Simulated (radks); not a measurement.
All-electron atom: Ti13+ in [He] 2s2 2p5.

Method: non-relativistic Kohn-Sham, LB94 model potential, spin-polarised, spherical densities, point nucleus; open shells are filled with parallel spins first; computed with a radial shooting solver on a logarithmic mesh with Libxc functionals.

Energy parts (eV):
kinetic: 20757.886
electron-nucleus: -45135.436
Hartree: 4478.455
(The LB94 potential has no energy functional, so no total or exchange-correlation energy is given.)

Orbitals (lengths in bohr, moments of r in powers of bohr; <r^-3> diverges for s and p1/2; r(90%) holds 90 % of the orbital's charge):
| orbital | occ. | eigenvalue (eV) | <r^-3> | <r^2> | r(90%) | <1/r> |
|---|---|---|---|---|---|---|
| 1s up | 1 | -5336.455 | - | 0.006544 | 0.124 | 21.58 |
| 1s down | 1 | -5337.611 | - | 0.006538 | 0.124 | 21.58 |
| 2s up | 1 | -937.6525 | - | 0.1186 | 0.490 | 4.628 |
| 2s down | 1 | -932.0929 | - | 0.1190 | 0.491 | 4.618 |
| 2p up | 3 | -858.9618 | 283.2 | 0.09455 | 0.454 | 4.599 |
| 2p down | 2 | -853.4532 | 283.3 | 0.09489 | 0.455 | 4.596 |

The highest occupied level is 2p down at -853.45 eV. Spin moment in Bohr magnetons: 1. The electron density at the nucleus is 7108 e/bohr^3. Summed over all electrons, <r^2> = 0.7241 bohr^2, which gives a Langevin (diamagnetic) susceptibility term of -0.574 x 10^-6 cm^3/mol. The spin density at the nucleus is 0.651 e/bohr^3 (1s -0.807, 2s 1.459), a Fermi contact field of 34.2 T.
